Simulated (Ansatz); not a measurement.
`ClB[TeH]` and `CBCl` differ in one atom or group.

Ansatz, PBE0-D4/def2-TZVP geometries, multiplicity 1. 

Elements past krypton have def2 core potentials.

```csv
property,`ClB[TeH]`
HOMO–LUMO gap (ωB97M-V/def2-TZVPP) / eV,9.44
zero-point energy (PBE0-D4/def2-TZVP) / kJ/mol,54.7
HOMO energy (ωB97M-V/def2-TZVPP) / eV,-9.14
size of the dipole moment (ωB97M-V/def2-TZVPP) / D,0.62
LUMO energy (PBE0/def2-TZVPP) / eV,-1.65
HOMO–LUMO gap (B3LYP/def2-TZVPP) / eV,5.11
```

Give the same properties after the change, and the shifts. (An estimate is asked.)

Computed: 
```csv
property,`CBCl`,shift
HOMO–LUMO gap (ωB97M-V/def2-TZVPP) / eV,11.57,2.13
zero-point energy (PBE0-D4/def2-TZVP) / kJ/mol,130.6,75.9
HOMO energy (ωB97M-V/def2-TZVPP) / eV,-10.72,-1.58
size of the dipole moment (ωB97M-V/def2-TZVPP) / D,1.32,0.70
LUMO energy (PBE0/def2-TZVPP) / eV,-1.18,0.47
HOMO–LUMO gap (B3LYP/def2-TZVPP) / eV,6.81,1.70
```

With PBE0 the HOMO falls by 1.30 eV and the LUMO rises by 0.47 eV, so the gap widens by about 1.77 eV. PBE moves the HOMO by -0.89 eV and ωB97M-V by -1.58 eV. The zero-point energy changes by 75.9 kJ/mol with +6 modes. Dipoles are sizes alone; their direction can turn.

B3LYP here is the variant with VWN-RPA as its local correlation; programs differ in this.

Spin–orbit coupling is left out; it splits and shifts lone-pair levels of the heavy atoms by tenths of an eV.
